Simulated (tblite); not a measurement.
CH11PSi3.
Geometry (GFN2-xTB, Å), atoms numbered from 1 in this order:
```
atom  x, y, z in Å
C1    -2.5403   -0.7457    0.3980
Si2   -1.2892    0.6051   -0.0579
P3     0.5540    0.2958    1.1634
Si4    1.3379   -1.6181    0.3485
Si5    1.9277    1.7926    0.2663
H6    -3.4907   -0.5784   -0.0990
H7    -2.1804   -1.7301    0.1110
H8    -2.7198   -0.7602    1.4695
H9    -1.7883    1.9408    0.2824
H10   -1.0105    0.5636   -1.5024
H11    1.3075   -1.6742   -1.1165
H12    0.4944   -2.6845    0.8862
H13    2.7159   -1.7599    0.8123
H14    3.2512    1.5478    0.8352
H15    2.0002    1.7072   -1.1948
H16    1.4229    3.1070    0.6539
```

Level: GFN2-xTB in tblite, geometry and Hessian alike; calculated harmonic values, unscaled, isolated species. Errors from tens to a few hundred cm⁻¹ against measured bands are possible. Modes of hydrogen on silicon can be 10 to 20 % off. One conformer, not necessarily the lowest.

Harmonic wavenumbers (cm⁻¹): 30.6, 77.8, 87.5, 91.2, 105.3, 110.4, 127.8, 161.2, 412.6, 431.6, 471.4, 485.3, 486.7, 522.1, 540.8, 568.0, 575.9, 655.6, 744.3, 749.8, 757.5, 762.8, 767.3, 777.6, 787.3, 789.6, 821.9, 833.5, 1360.8, 1477.6, 1478.3, 2165.7, 2211.7, 2223.5, 2229.0, 2257.0, 2262.1, 2271.8, 2280.6, 3031.1, 3036.3, 3045.0.

A = 2150, B = 1335, C = 923.5 MHz; mass 137.991 u (most abundant isotopes); point group C1, symmetry number 1.

Problem. What is the zero-point energy?

Solution. ½Σν̃ = 22532 cm⁻¹ = 64.42 kcal/mol.

Problem. Give the ideal-gas entropy at 200 K and 1 bar in the rigid-rotor, harmonic-oscillator model (classical rotation).

Solution. Translation 38.72, rotation 28.00, vibration 26.10: S = 92.8 cal/(mol K).

Problem. And Cp and H(200 K) − H(0)?

Solution. Cp = 32.67 cal/(mol K), of which vibrations give 24.72 (their classical limit is 42 R = 83.5); H(200 K) − H(0) = 4.27 kcal/mol without the zero-point energy, 2.68 from vibrations.

Problem. Blend soft modes into free rotors: weight 1/[1 + (100 cm⁻¹/ν̃)⁴] for the oscillator and the rest for a rotor with moment μB/(μ + B), μ = h/(8π²ν), B = 10⁻⁴⁴ kg m². What vibrational entropy results?

Solution. 23.90 cal/(mol K) in place of 26.10, which changes −T·S at 200 K by +0.44 kcal/mol.

Problem. What must be added to the electronic energy to get the Gibbs energy at 200 K and 1 bar?

Solution. ZPE + [H(200 K) − H(0)] − T·S = 64.42 + 4.27 − 18.56 = 50.13 kcal/mol.

Problem. Which modes carry the vibrational entropy at 200 K?

Solution. 30.6 cm⁻¹: 5.00; 77.8 cm⁻¹: 3.17; 87.5 cm⁻¹: 2.94; 91.2 cm⁻¹: 2.86; 105.3 cm⁻¹: 2.59; 110.4 cm⁻¹: 2.50 cal/(mol K); the other 36 give 7.05 together.

Hindered rotation and anharmonicity are outside this model. Other conformers, if any are populated, would add a mixing term that is left out. The structure is chiral; the term R ln 2 for an equal mix with its mirror image is left out.
